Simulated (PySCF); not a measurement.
## Ionising BeAl

PBE; basis Be def2-TZVP, Al def2-TZVP; no relativity; PySCF 2.14. Neutral (UKS): doublet (π ↑), Re = 2.417 Å, ωe = 404 cm⁻¹, De = 0.94 eV, HOMO -3.67 eV, LUMO -3.39 eV.

BeAl⁺ (UKS): singlet (closed shell), Re = 2.782 Å, ωe = 270 cm⁻¹, De = 0.89 eV to Be + Al⁺. The energies at the minima are -256.89046 hartree for BeAl and -256.66573 for BeAl⁺.

Question: Work out the adiabatic ionisation energy, without and with harmonic zero-point energies (1 hartree = 27.2114 eV, 1 eV = 8065.5 cm⁻¹), and the change of the bond length.

Answer: At PBE: 0.22473 hartree = 6.115 eV between the minima; the zero-point term (270.0 − 404.0)/2 cm⁻¹ = -0.008 eV makes it 6.107 eV. Re changes by +36.5 pm against the neutral. The electron leaves a π orbital, and the longer bond of the ion fits a bonding orbital, or a change in how ionic the bond is.

Closed-shell solutions of metal pairs were not tested for spin polarisation, which can lower them a little. For an ion De counts to the pair picked by the measured ionisation energies or electron affinities, which need not be the lowest pair at this level. States were picked by a PBE0 search and need not be the measured ground states.
